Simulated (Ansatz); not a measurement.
Ansatz results at the PBE0-D4/def2-TZVP geometry: HOMO–LUMO gap (PBE/def2-TZVPP) 5.04 eV; HOMO energy (ωB97M-V/def2-TZVPP) -9.54 eV; HOMO–LUMO gap (ωB97M-V/def2-TZVPP) 11.19 eV.

Each molecule was computed in one conformer, which needn't be the lowest.

Question: Which molecule gave them?
A. `C=N/C([SiH3])=C\O`
B. `OC(S)S[SiH3]`
C. `OCS[SiH2]S`
D. `B[SiH2][SiH2]CF`

Answer: C. The others give `OC(S)S[SiH3]`: 4.53, -9.52, 10.89; `C=N/C([SiH3])=C\O`: 3.38, -8.47, 9.94; `B[SiH2][SiH2]CF`: 4.59, -9.47, 10.47.
